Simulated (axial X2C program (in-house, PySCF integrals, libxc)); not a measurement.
## Bond lengths and stretching modes, held linear, of SCuS⁺

Calculated with an axial X2C code built on PySCF integrals: two-component X2C with atomic mean-field Coulomb and Gaunt terms, Gaussian nuclei, basis S dyall-av3z, Cu dyall-v3z with contracted cores. Spin-free rows use the one-electron spin-free X2C Hamiltonian.

Masses S 31.972, Cu 62.930, S 31.972 u. States: 2c Ω = 2 (beyond evenly filled blocks: 2 × ω = -1/2, 2 × ω = 3/2); spin-free M_S = 2, Λ = 0 (beyond evenly filled blocks: 2 × π+α, 2 × π-α).

PBE0, spin-free: energies above the lowest point

```
r(S–Cu) (Å)  r(Cu–S) (Å)  E (meV)
     2.0962       2.0962    44.46
     2.0962       2.1500    18.02
     2.0962       2.2037    16.94
     2.1500       2.0962    18.02
     2.1500       2.1500     0.00
     2.1500       2.2037     6.56
     2.1500       2.2575    31.36
     2.2037       2.0962    16.94
     2.2037       2.1500     6.56
     2.2037       2.2037    20.11
     2.2575       2.1500    31.36
     2.2575       2.2575    88.17
```

Task: Fit a quadratic surface with cubic terms in each bond: where is the minimum, and what are the two stretching wavenumbers?

Result: At PBE0, spin-free: bonds 2.159 and 2.159 Å; harmonic stretches 297.9 and 310.0 cm⁻¹; force constants 1.28, 1.28 and coupling 0.39 mdyn/Å.

The other levels and Hamiltonians give:

```json
{"Hamiltonian": "2c", "level": "PBE0", "r(S–Cu) (Å)": "2.159", "r(Cu–S) (Å)": "2.159", "lower stretch (cm⁻¹)": "297.7", "upper stretch (cm⁻¹)": "309.5"}
{"Hamiltonian": "2c", "level": "HF", "r(S–Cu) (Å)": "2.383", "r(Cu–S) (Å)": "2.383", "lower stretch (cm⁻¹)": "131.0", "upper stretch (cm⁻¹)": "146.1"}
{"Hamiltonian": "2c", "level": "TPSSh", "r(S–Cu) (Å)": "2.159", "r(Cu–S) (Å)": "2.159", "lower stretch (cm⁻¹)": "303.1", "upper stretch (cm⁻¹)": "307.8"}
{"Hamiltonian": "spin-free", "level": "HF", "r(S–Cu) (Å)": "2.381", "r(Cu–S) (Å)": "2.381", "lower stretch (cm⁻¹)": "134.4", "upper stretch (cm⁻¹)": "147.6"}
{"Hamiltonian": "spin-free", "level": "TPSSh", "r(S–Cu) (Å)": "2.158", "r(Cu–S) (Å)": "2.158", "lower stretch (cm⁻¹)": "303.3", "upper stretch (cm⁻¹)": "308.3"}
```

Each state is one determinant, the lowest of a limited PBE0 search; the stretches come from a fit to these few points and carry an uncertainty of a few per cent. Other orders of the atoms were not compared. Left out for rough or failed fits: MP2 2c, MP2 spin-free. The levels spread by more than a fifth, so the stretches depend strongly on the method. The molecule was held linear; bending was not examined, so a bent shape may lie lower. Open-shell Ω = 0 determinants with evenly filled partner blocks cannot be reached by this program, so the Ω shown need not be the lowest component. Note: several unpaired electrons, one determinant need not be a pure state.
